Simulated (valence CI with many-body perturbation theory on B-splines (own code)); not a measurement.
Sr XXV: one-electron terms

Calculated by relativistic CI+MBPT: four valence electrons over a frozen Dirac-Fock core [Ne], radial functions for each j: 11 s, 11 p, 10 d, 8 f, 5 g, 2 h, with the one-electron correlation potential Σ1 (screened to all orders), the two-electron term Σ2, the three-electron term Σ3, Breit, model QED; selected single and double excitations, second order for the rest, scaled by the run's own slope (own B-spline code, finite nucleus).

No measured spectrum was set against this ion. As an estimate, levels of excited configurations hold to 0.05 to 0.15 % of their energy, terms of the ground configuration to about 0.5 %. Among the levels kept, up to 640 cm⁻¹ of a level comes from second order outside the variational space, and about a tenth of that is noise between levels of different J, which matters for small intervals.

These are the spectroscopic orbitals of the CI (the correlating ones are not listed), shaped by the core and the other valence electrons. h is the expectation value of the core's Dirac-Fock operator, without the valence repulsion; Σ1 is computed up to l = 3 at one energy for each symmetry, that of its lowest orbital but kept below the first core excitation, so for empty shells it is not the orbital's own correlation shift; Breit and QED include the response of the core.

| Orbital | h (hartree) | Σ1 (cm⁻¹) | Breit (cm⁻¹) | QED (cm⁻¹) | ⟨r⟩ (bohr) |
| --- | --- | --- | --- | --- | --- |
| 3s1/2 | -50.939 | -5883 | 4037 | 2854 | 0.4260 |
| 4s1/2 | -27.408 | -1887 | 1522 | 1102 | 0.8027 |
| 5s1/2 | -17.09 | -840 | 714 | 524 | 1.305 |
| 6s1/2 | -11.672 | -453 | 395 | 291 | 1.925 |
| 7s1/2 | -8.4747 | -273 | 242 | 178 | 2.664 |
| 8s1/2 | -6.4319 | -178 | 159 | 117 | 3.523 |
| 3p1/2 | -48.685 | -7226 | 6590 | -158 | 0.4114 |
| 4p1/2 | -26.471 | -2292 | 2501 | -57.8 | 0.8006 |
| 5p1/2 | -16.623 | -1039 | 1206 | -27.6 | 1.312 |
| 6p1/2 | -11.405 | -565 | 675 | -15.3 | 1.941 |
| 7p1/2 | -8.3089 | -343 | 416 | -9.4 | 2.691 |
| 8p1/2 | -6.3219 | -224 | 274 | -6.2 | 3.559 |
| 3p3/2 | -48.06 | -6927 | 4090 | 108 | 0.4175 |
| 4p3/2 | -26.221 | -2224 | 1529 | 43.1 | 0.8089 |
| 5p3/2 | -16.498 | -1013 | 753 | 21.3 | 1.322 |
| 6p3/2 | -11.334 | -553 | 421 | 12.1 | 1.954 |
| 7p3/2 | -8.2648 | -336 | 259 | 7.5 | 2.705 |
| 8p3/2 | -6.2926 | -219 | 171 | 5.0 | 3.576 |
| 3d3/2 | -45.076 | -8215 | 2768 | -122 | 0.3693 |
| 4d3/2 | -25.082 | -2226 | 989 | -42.6 | 0.7776 |
| 5d3/2 | -15.943 | -983 | 472 | -20.3 | 1.304 |
| 6d3/2 | -11.021 | -530 | 263 | -11.3 | 1.948 |
| 7d3/2 | -8.0703 | -320 | 162 | -7.0 | 2.713 |
| 3d5/2 | -44.949 | -7968 | 1233 | -44.5 | 0.3710 |
| 4d5/2 | -25.027 | -2156 | 438 | -12.2 | 0.7798 |
| 5d5/2 | -15.914 | -951 | 211 | -5.2 | 1.306 |
| 6d5/2 | -11.004 | -513 | 118 | -2.7 | 1.952 |
| 7d5/2 | -8.0599 | -310 | 72.7 | -1.6 | 2.717 |
| 4f5/2 | -24.436 | -1633 | 66.2 | -10.6 | 0.6947 |
| 5f5/2 | -15.618 | -813 | 46.3 | -6.0 | 1.231 |
| 6f5/2 | -10.835 | -463 | 29.9 | -3.6 | 1.885 |
| 7f5/2 | -7.9545 | -288 | 20.0 | -2.3 | 2.659 |
| 4f7/2 | -24.415 | -1613 | 9.2 | 1.4 | 0.6957 |
| 5f7/2 | -15.607 | -802 | 6.5 | 0.1 | 1.232 |
| 6f7/2 | -10.829 | -456 | 4.1 | -0.1 | 1.886 |
| 7f7/2 | -7.9505 | -284 | 2.7 | -0.1 | 2.661 |
| 5g7/2 | -15.532 |  | 1.0 | -1.9 | 1.093 |
| 6g7/2 | -10.788 |  | 1.1 | -1.2 | 1.750 |
| 7g7/2 | -7.9249 |  | 0.9 | -0.7 | 2.528 |
| 5g9/2 | -15.526 |  | 0.0 | 1.4 | 1.093 |
| 6g9/2 | -10.784 |  | 0.0 | 0.8 | 1.751 |
| 7g9/2 | -7.9226 |  | 0.0 | 0.5 | 2.528 |
| 6h9/2 | -10.771 |  |  |  | 1.558 |
| 6h11/2 | -10.768 |  |  |  | 1.559 |

Among the shells of the start configuration 3s2 3p2, Σ1 is largest in size for 3p1/2, where it is 0.068 % of h.

Lowest root of each symmetry, sizes in configuration state functions:

```
J  Parity  Roots  Reference  Variational  Second order  Change by selected CI (cm⁻¹)  Change by second order (cm⁻¹)
0    even     12         56        25307         94772                         -7508                             -1
1    even     17        112        31944        288938                         -6809                            -78
2    even     24        148        31996        420722                         -7529                           -134
3    even     15        110        31963        433488                         -6133                           -125
4    even     10         72        31957        402196                         -5830                            -92
5    even      3         26        32208        230893                         -6495                            -47
0     odd     10         55        25661        107708                         -7891                             -2
1     odd     23        145        31965        213488                         -6844                           -100
2     odd     29        177        31992        294385                         -4036                           -135
3     odd     24        153        31987        331076                         -5972                           -323
4     odd     15        100        31977        388073                         -8003                           -306
5     odd      6         48        32078        287009                        -10097                           -163
6     odd      2         16        29739        176762                         -7884                            -16
```
